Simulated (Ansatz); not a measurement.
The cluster Ag₃H₄⁻. Total charge -1; singlet. Geometry r2SCAN-D4/def2-TZVPD.

```tsv
atom	x (Å)	y (Å)	z (Å)
Ag1	-0.376	1.070	1.204
Ag2	-1.197	-0.908	-0.689
Ag3	1.583	-0.374	-0.296
H4	0.029	-0.609	0.624
H5	3.064	-0.318	-0.999
H6	-2.351	-1.357	-1.766
H7	-0.751	2.496	1.921
```

In the def2 sets Ag takes a core potential; there is no spin–orbit coupling. B3LYP takes the VWN-RPA correlation. HSE06 is defined as in plane-wave codes, on full-range PBE exchange. Another isomer (singlet) lies 0.36 eV lower at PBE0-D4/def2-TZVPD; other spin states weren't run for this one.

Question: Estimate the orbital energies around the gap (eV) in Ansatz with PBE-D4/def2-TZVPD, r2SCAN-D4/def2-TZVPD, B3LYP-D4/def2-TZVPD, PBE0-D4/def2-TZVPD, HSE06-D4/def2-TZVPD.

Answer: 
```tsv
orbital	PBE-D4/def2-TZVPD	r2SCAN-D4/def2-TZVPD	B3LYP-D4/def2-TZVPD	PBE0-D4/def2-TZVPD	HSE06-D4/def2-TZVPD
HOMO−5	-3.57	-3.85	-5.06	-5.40	-4.99
HOMO−4	-3.35	-3.56	-4.71	-5.02	-4.62
HOMO−3	-3.30	-3.55	-4.39	-4.61	-4.20
HOMO−2	-2.30	-2.52	-3.17	-3.31	-2.90
HOMO−1	-1.77	-1.96	-2.66	-2.79	-2.39
HOMO	-1.77	-1.96	-2.66	-2.79	-2.39
LUMO	1.82	2.03	2.20	2.40	2.06
LUMO+1	2.03	2.24	2.49	2.68	2.34
LUMO+2	2.03	2.24	2.49	2.68	2.34
LUMO+3	3.51	3.92	3.87	4.10	3.76
LUMO+4	3.51	3.92	3.87	4.10	3.76
LUMO+5	4.20	4.69	4.53	4.71	4.39
```
